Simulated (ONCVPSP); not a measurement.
# Configuration tests for titanium (ONCV)

Ti, optimised norm-conserving Vanderbilt (ONCV), made with ONCVPSP 4.0.1 (PBE, scalar-relativistic). Core [Ar], reference 3d2 4s2. Waves: 4s: rc 2.65 bohr, ncon 4, nbas 7, qcut 2 1/bohr, 1 projector; p scattering state at 0.27 Ha: rc 2.00 bohr, ncon 4, nbas 8, qcut 3.8 1/bohr, 3 projectors, debl 0.3 Ha; 3d: rc 2.60 bohr, ncon 5, nbas 9, qcut 6.1 1/bohr, 3 projectors, debl 2 Ha. Local part: polynomial inside 1.35 bohr (lpopt 5, dvloc0 0 Ha). Core correction: Teter function, fcfact 2.75, rcfact 1.05.

Energies are relative to the spin-unpolarised reference configuration 3d2 4s2; without spin polarisation the order of configurations can differ from experiment. Not all tests gave a result: 1 of 4 tests not solved or not reliable.

```json
{"valence configuration": "3d2 4s1", "charge": "+1", "ΔE all-electron (eV)": "7.347", "error AE − PS (meV)": "+13"}
{"valence configuration": "3d2 4s0", "charge": "+2", "ΔE all-electron (eV)": "20.919", "error AE − PS (meV)": "+179"}
{"valence configuration": "3d2 4s1.5", "charge": "+0.5", "ΔE all-electron (eV)": "2.937", "error AE − PS (meV)": "+1.6"}
```

Levels in the configuration 3d2 4s1.5:

```json
{"level": "3d", "all-electron (eV)": "-7.649", "pseudo (eV)": "-7.658"}
{"level": "4s", "all-electron (eV)": "-7.317", "pseudo (eV)": "-7.308"}
```

Note: ghosts flagged at negative energy: s at -63.4 eV, p at -38.8 eV; GHOST(+) flagged for p at 89.3 eV. A true bound ghost makes a file unfit for plane-wave use.
